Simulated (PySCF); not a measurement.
## Computed properties of CCl3, SMILES Cl[C](Cl)Cl

CCl3, SMILES Cl[C](Cl)Cl (connectivity only; charge and spin as stated), charge +1, multiplicity 1. Geometry: PBE0-D3(BJ)/def2-SVP. The spin state was assumed, not searched. The isomer is the one that the SMILES or the coordinates give; other isomers of the formula were not compared. The values are those of a single conformer. All values are computed for the isolated molecule unless a solvent is named; none is compared with measurement here.

**Structure.** The optimised structure has D3h symmetry. All 6 harmonic modes at PBE0-D3(BJ)/def2-SVP (PySCF) are real, so it is a minimum. With heavy atoms numbered as in [Cl:1][C:2]([Cl:3])[Cl:4], the shortest bond between them is C2–Cl4 at 1.648 Å and the longest Cl1–C2 at 1.648 Å.

**Vibrations.** The strongest infrared lines (harmonic, unscaled, degenerate partners summed) lie at 1081 cm⁻¹ (598 km/mol, C 84 %, Cl 16 %), 317 cm⁻¹ (1 km/mol, Cl 94 %). The softest mode is at 317 cm⁻¹ and the zero-point energy is 5.6 kcal/mol.

**Electronic structure.** B3LYP/def2-TZVPD (PySCF) places the frontier levels at -15.16 and -10.17 eV, a gap of 4.99 eV and a mean polarisability of 50.7 bohr³. PBE/def2-TZVPD (PySCF) at the same geometry gives -13.98 and -10.79 eV, so its gap is 1.80 eV narrower. An orbital gap is neither the optical nor the fundamental gap.

**Excitations.** TDDFT-B3LYP/def2-SVPD (PySCF) has S1 at 3.61 eV (344 nm, f = 0.000, dark); the most intense of the 10 singlets computed lies at 5.54 eV (f = 0.29). Strengths of degenerate partners are summed. T1 (TDA) is at 3.35 eV. TDDFT-PBE/def2-SVPD (PySCF) puts S1 at 3.31 eV. No vertical singlet excitation falls in the visible range (under 3.1 eV).

**NMR.** GIAO shifts at PBE0/pcSseg-2 (PySCF) (non-relativistic, atoms alike by connectivity averaged): ¹³C at 267.2 ppm against TMS. Without spin–orbit terms, shifts of atoms bonded to Cl or Br come out too high.

**Solvation.** SMD-B3LYP/def2-SVP (PySCF) gives -50.5 kcal/mol in water, -47.5 kcal/mol in tetrahydrofuran, -45.7 kcal/mol in chlorobenzene (1 M in both phases, gas-phase geometry); of these solvents water holds the molecule best.
